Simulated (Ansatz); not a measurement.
This geometry of FH$_{5}$O$_{4}$Ti (11 atoms, charge 0, multiplicity 1) is a first-order saddle point.

All numbers below come from RKS PBE0-D4/def2-SVP (Ansatz 0.2.0).

```xyz
11
Properties=species:S:1:pos:R:3
Ti 0.172 0.130 0.007
F -0.659 0.283 2.007
O 1.365 -0.046 -1.289
H 1.860 -0.814 -1.592
O -1.025 1.247 -0.679
H -1.107 1.502 -1.603
O -0.401 -1.556 0.138
H -0.951 -1.764 0.905
O 1.339 0.978 1.374
H 1.767 1.835 1.283
H 0.349 0.804 2.038
```

Question: Which two structures does it join? (They come from a converged band through this point; their orientation in space is the band's.)

Answer: Bonds broken: Ti1–F2, O9–H11. Bonds formed: F2–H11. FH5O4Ti becomes FH + H4O4Ti.

Image 0:

```xyz
11
Properties=species:S:1:pos:R:3
Ti -0.058 0.075 0.207
F -0.383 -0.161 1.945
O 1.665 -0.161 -0.375
H 1.858 -0.880 -0.985
O -0.976 1.362 -0.627
H -1.714 1.177 -1.217
O -0.815 -1.403 -0.423
H -1.220 -2.170 -0.009
O 1.167 1.772 1.166
H 2.011 1.458 0.804
H 1.173 1.527 2.101
```

Image 8:

```xyz
11
Properties=species:S:1:pos:R:3
Ti 0.277 0.298 -0.456
F -0.187 -0.406 2.787
O 1.669 -0.238 -1.429
H 2.110 -1.092 -1.466
O -0.724 1.388 -1.451
H -1.679 1.504 -1.453
O -0.640 -1.028 0.238
H -0.684 -1.108 1.215
O 0.839 1.132 1.095
H 1.454 1.864 1.205
H 0.274 0.282 2.302
```

Question: How far does it lie above each of them?

Answer: 0.72 eV above the first and 0.24 eV above the second. This is the barrier of this one path; another mechanism may lie lower. The orbitals stay closed-shell, which can raise the energy where a bond breaks towards radicals; this wasn't checked here.

Run time: 9.1 min on 4 threads of Arm Neoverse V1, with other jobs on the host, peak memory 0.42 GiB.
